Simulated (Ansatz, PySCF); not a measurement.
Spin states of H2O2Pt (SMILES [OH][Pt][OH]), each relaxed with B3LYP-D3(BJ)/def2-TZVP.
State 1 (charge 0, multiplicity 3):
```json
[
 {"atom": "Pt", "x (Å)": "0.0060", "y (Å)": "-0.3174", "z (Å)": "-0.0600"},
 {"atom": "O", "x (Å)": "1.5512", "y (Å)": "0.0056", "z (Å)": "-1.0660"},
 {"atom": "H", "x (Å)": "1.6037", "y (Å)": "0.7450", "z (Å)": "-1.6830"},
 {"atom": "O", "x (Å)": "-1.5490", "y (Å)": "-0.4597", "z (Å)": "0.9726"},
 {"atom": "H", "x (Å)": "-1.6658", "y (Å)": "0.0561", "z (Å)": "1.7791"}
]
```
State 2 (charge 0, multiplicity 1):
| atom | x (Å) | y (Å) | z (Å) |
|---|---|---|---|
| Pt | 0.2230 | -0.4304 | 0.1644 |
| O | 1.2691 | -0.0840 | -1.3253 |
| H | 1.5324 | 0.8499 | -1.3622 |
| O | -1.4121 | -0.5726 | 1.0248 |
| H | -1.6662 | 0.2668 | 1.4411 |

Singlets are restricted, other states unrestricted; no spin–orbit coupling, no relativity up to Kr; see below for the cores. The largest T1 diagnostic is 0.036.

Correlated levels freeze the inner cores; with def2 sets outer-core shells near the valence are correlated too.

Programs: Ansatz (an electronic-structure program) with Gaussian orbitals; PySCF for the dispersion terms. Each number belongs to the level named beside it. In def2 rows elements past Kr take small-core potentials, without spin–orbit coupling.

Q: Predict the energy of the multiplicity-1 state less that of the multiplicity-3 state from PBE-D3(BJ)/def2-TZVPP.

A: 0.06 eV

Q: What energy of the multiplicity-1 state less that of the multiplicity-3 state does B3LYP/def2-TZVPP give?

A: 0.19 eV

Q: Estimate the energy of the multiplicity-1 state less that of the multiplicity-3 state that CCSD(T)/def2-SVP returns for this input.

A: 0.00 eV

Doubts at one or more of the structures used: a restricted determinant that unrestricted orbitals would lower (CCSD(T)/def2-SVP).
